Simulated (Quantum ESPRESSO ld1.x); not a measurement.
Question: These are the eigenvalues of the occupied orbitals of an atom or ion with whole-number occupations (Ry). All-electron calculation, non-relativistic Kohn-Sham, LDA (Slater exchange, VWN5 correlation), spin-polarised, spherical densities, point nucleus. Program: ld1.x of Quantum ESPRESSO 7.5.

| orbital | eigenvalue |
|---|---|
| 1s up | -130.355 |
| 1s down | -130.343 |
| 2s up | -10.1395 |
| 2s down | -10.1247 |
| 2p up | -7.02102 |
| 2p down | -7.00237 |
| 3s up | -0.83355 |
| 3s down | -0.72320 |
| 3p up | -0.34043 |

Which element is it, and in what charge state? The configuration may be excited. Open shells, if any, are filled with parallel spins first.

Answer: Z = 14, silicon, charge 0: Si in [Ne] 3s2 3p2. The list shows which subshells hold electrons but not how many an open one holds; the 1s level, -65.178 hartree, gives Z - s = 11.4 by -(Z - s)^2/2, which with screening narrows Z to a few neighbours, and the depths of the outer levels then fix element, charge and occupations together.
